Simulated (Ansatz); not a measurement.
`CC(=O)SCCCCc1ccc2ccc3cccc4ccc1c2c34`, relaxed as a singlet with RKS PBE-D4/def2-SVP in Ansatz, starting from the GFN2-xTB geometry. Force threshold 0.03 eV/Å.

Single mean-field runs in def2-SVP are fitted with def2-universal-jkfit.

Start:

```xyz
44

C    -7.0935    3.6064    2.3924
C    -5.6761    3.3285    1.9967
O    -4.7094    3.9793    2.2812
S    -5.5267    1.8609    1.0070
C    -3.7193    1.8783    0.7370
C    -3.3029    0.6862   -0.1069
C    -1.8164    0.7056   -0.4670
C    -0.8981    0.5204    0.7484
C     0.5458    0.4500    0.3315
C     1.2944    1.6204    0.3466
C     2.6232    1.6406   -0.0237
C     3.2639    0.4702   -0.4282
C     4.6390    0.4534   -0.8034
C     5.2472   -0.6893   -1.1936
C     4.5326   -1.9216   -1.2429
C     5.1407   -3.1128   -1.6420
C     4.4251   -4.2955   -1.6809
C     3.0895   -4.3186   -1.3241
C     2.4422   -3.1504   -0.9180
C     1.0693   -3.1336   -0.5407
C     0.4569   -1.9926   -0.1491
C     1.1530   -0.7469   -0.0871
C     2.5232   -0.7370   -0.4629
C     3.1638   -1.9329   -0.8743
H    -7.1411    4.5157    2.9870
H    -7.4833    2.7674    2.9657
H    -7.7065    3.7138    1.4997
H    -3.4858    2.8225    0.2447
H    -3.2629    1.8684    1.7257
H    -3.8892    0.6898   -1.0289
H    -3.5386   -0.2348    0.4310
H    -1.5701    1.6482   -0.9613
H    -1.6258   -0.0988   -1.1803
H    -1.0231    1.3683    1.4238
H    -1.1876   -0.3825    1.2886
H     0.8219    2.5395    0.6661
H     3.1791    2.5670    0.0027
H     5.1866    1.3843   -0.7648
H     6.2906   -0.6933   -1.4752
H     6.1844   -3.1014   -1.9228
H     4.9139   -5.2081   -1.9918
H     2.5342   -5.2456   -1.3576
H     0.5221   -4.0653   -0.5737
H    -0.5861   -2.0238    0.1247
```

(1) Estimate the energy that the relaxation releases and the steps that it takes.

(2) Does the start keep its bonding and symmetry?

(3) Predict the relaxed structure.

Answers

(1) 0.42 eV, in 49 steps; 3 min on 2 threads of AMD EPYC 7R13 on a shared host and a share (18 GiB) of an NVIDIA H100 80GB HBM3. The force fell under the threshold at step 6, but the optimiser went on and released 0.089 eV more. No frequencies were taken in this run, so the end may be a saddle point.

(2) By distances, no bond broke or formed. The bond that changes most is C2–S4, from 1.78 to 1.80 Å (atoms count from 1).

(3) 
```xyz
44

C    -6.7787    1.9275    2.7619
C    -5.3939    2.0015    2.1556
O    -4.3930    1.5543    2.6855
S    -5.3755    2.8371    0.5588
C    -3.5936    2.6864    0.1885
C    -3.2251    1.3561   -0.4713
C    -1.7289    1.2202   -0.7841
C    -0.8180    1.2284    0.4613
C     0.6287    0.9493    0.1287
C     1.5215    2.0254   -0.0325
C     2.8580    1.8332   -0.3939
C     3.3644    0.5355   -0.6153
C     4.7326    0.3002   -0.9905
C     5.2059   -0.9711   -1.2011
C     4.3485   -2.1167   -1.0536
C     4.8120   -3.4342   -1.2664
C     3.9540   -4.5317   -1.1154
C     2.6155   -4.3410   -0.7496
C     2.1061   -3.0421   -0.5264
C     0.7408   -2.8070   -0.1465
C     0.2646   -1.5360    0.0648
C     1.1068   -0.3764   -0.0841
C     2.4803   -0.5854   -0.4580
C     2.9764   -1.9102   -0.6782
H    -6.7713    2.4601    3.7346
H    -7.0212    0.8662    2.9717
H    -7.5567    2.3640    2.1079
H    -3.3409    3.5516   -0.4585
H    -3.0765    2.8085    1.1619
H    -3.8114    1.2378   -1.4070
H    -3.5381    0.5312    0.2042
H    -1.4057    2.0314   -1.4737
H    -1.5666    0.2737   -1.3421
H    -0.8804    2.2161    0.9626
H    -1.2058    0.4941    1.1991
H     1.1494    3.0488    0.1362
H     3.5303    2.6979   -0.5079
H     5.3982    1.1699   -1.1063
H     6.2560   -1.1364   -1.4884
H     5.8635   -3.5883   -1.5546
H     4.3348   -5.5504   -1.2853
H     1.9433   -5.2050   -0.6310
H     0.0749   -3.6753   -0.0226
H    -0.7850   -1.3993    0.3608
```
Bond lengths: 24 × C–C 1.37 to 1.54 Å; 2 × C–S 1.80 to 1.83 Å; 1 × C–O 1.22 Å; 20 × C–H 1.10 to 1.11 Å.
